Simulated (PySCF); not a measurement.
# Two-component Hartree-Fock for Zr²⁵⁺ (zirconium, charge +25)

Start: [Ne] 3s2 3p3; 3p1/2 filled at m_j = -1/2, +1/2; 3p3/2 filled at m_j = +3/2. Calculated with PySCF 2.14 in an uncontracted even-tempered set (19 s from 3.5 bohr⁻², ratio 2.4; 13 p from 4.5 bohr⁻², ratio 2.4; 5 d from 18 bohr⁻², ratio 2.6; 4 f from 27 bohr⁻², ratio 2.6): generalised Hartree-Fock with the X2C-1e Hamiltonian and a Gaussian nucleus; one run each with spin-orbit coupling (SO) switched off, then screened by Boettger's factors.

```json
{"spinor shell": "1s1/2", "electrons": "2", "ε, spin-free (eV)": "-19263.0", "ε, screened SO (eV)": "-19261.3", "weight of nominal j (screened SO)": "1.000", "rms radius, screened SO (bohr)": "0.0426"}
{"spinor shell": "2s1/2", "electrons": "2", "ε, spin-free (eV)": "-3700.8", "ε, screened SO (eV)": "-3699.9", "weight of nominal j (screened SO)": "1.000", "rms radius, screened SO (bohr)": "0.173"}
{"spinor shell": "2p1/2", "electrons": "2", "ε, spin-free (eV)": "-3421.7", "ε, screened SO (eV)": "-3484.4", "weight of nominal j (screened SO)": "0.998", "rms radius, screened SO (bohr)": "0.151"}
{"spinor shell": "3s1/2", "electrons": "2", "ε, spin-free (eV)": "-1355.5", "ε, screened SO (eV)": "-1355.1", "weight of nominal j (screened SO)": "1.000", "rms radius, screened SO (bohr)": "0.429"}
{"spinor shell": "3p1/2", "electrons": "2", "ε, spin-free (eV)": "-1278.4", "ε, screened SO (eV)": "-1284.2", "weight of nominal j (screened SO)": "0.917", "rms radius, screened SO (bohr)": "0.417"}
{"spinor shell": "3p3/2", "electrons": "1", "ε, spin-free (eV)": "-1278.4", "ε, screened SO (eV)": "-1268.6", "weight of nominal j (screened SO)": "1.000", "rms radius, screened SO (bohr)": "0.423"}
```

Q: Where does 2p3/2 lie, and what is the 2p spin-orbit splitting (screened SO)?

A: At -3391.0 eV, 93.400 eV above 2p1/2.

| quantity | spin-free | screened SO |
| --- | --- | --- |
| E (hartree) | -3178.81539 | -3179.47311 |
| M_J | 3/2 | 3/2 |
| ⟨J²⟩ | 3.750 | 3.762 |
| ⟨L²⟩ | 0.000 | 1.136 |
| ⟨S²⟩ | 3.750 | 2.482 |

Each row is a mean over spinors that exchange with the open shell spreads, by up to 27.700 eV (3s1/2).

Breit and QED terms are absent; they matter most for the inner s and p1/2 levels.

Densities and radii are taken from the X2C orbitals without a picture-change correction, which distorts them close to the nucleus.

Without spin-orbit coupling the j labels of p, d and f shells carry no meaning; the spin-free column gives the mean over the occupied spinors of each nl shell.
